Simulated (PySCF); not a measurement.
Si(Me)3(Vi), SMILES C=C[Si](C)(C)C (GFN2-xTB optimised geometry):

```
18

C     -0.703    -1.195     2.786
C     -0.934    -1.574     1.539
Si    -0.294    -0.668     0.000
C     -0.941    -1.581    -1.544
C      1.616    -0.668     0.000
C     -0.927     1.134     0.000
H     -1.082    -1.734     3.641
H     -0.119    -0.317     3.011
H     -1.529    -2.467     1.384
H     -0.603    -1.102    -2.457
H     -2.026    -1.599    -1.567
H     -0.595    -2.611    -1.568
H      2.012    -1.679    -0.014
H      2.012    -0.147    -0.867
H      2.008    -0.177     0.886
H     -2.012     1.171    -0.010
H     -0.590     1.668     0.883
H     -0.571     1.679    -0.869
```

Level of theory: CAM-B3LYP/def2-SVP run with PySCF.

Task: What are the frontier orbital energies and the dipole moment?

Result: HOMO-2 -9.75 eV, HOMO-1 -9.56 eV, HOMO -8.84 eV, LUMO 1.23 eV, LUMO+1 2.50 eV; dipole moment 0.09 D.

On the same geometry PBE/def2-SVP (PySCF) gives HOMO-2 -7.03 eV, HOMO-1 -6.83 eV, HOMO -6.35 eV, LUMO -1.00 eV, LUMO+1 0.86 eV; dipole moment 0.15 D.

Meta-Löwdin charges at CAM-B3LYP/def2-SVP: C1 -0.19, C2 -0.33, Si3 0.91, C4 -0.55, C5 -0.54, C6 -0.54, H7 0.10, H8 0.09, H9 0.10, H10 0.11, H11 0.11, H12 0.11, H13 0.11, H14 0.10, H15 0.11, H16 0.11, H17 0.11, H18 0.10.
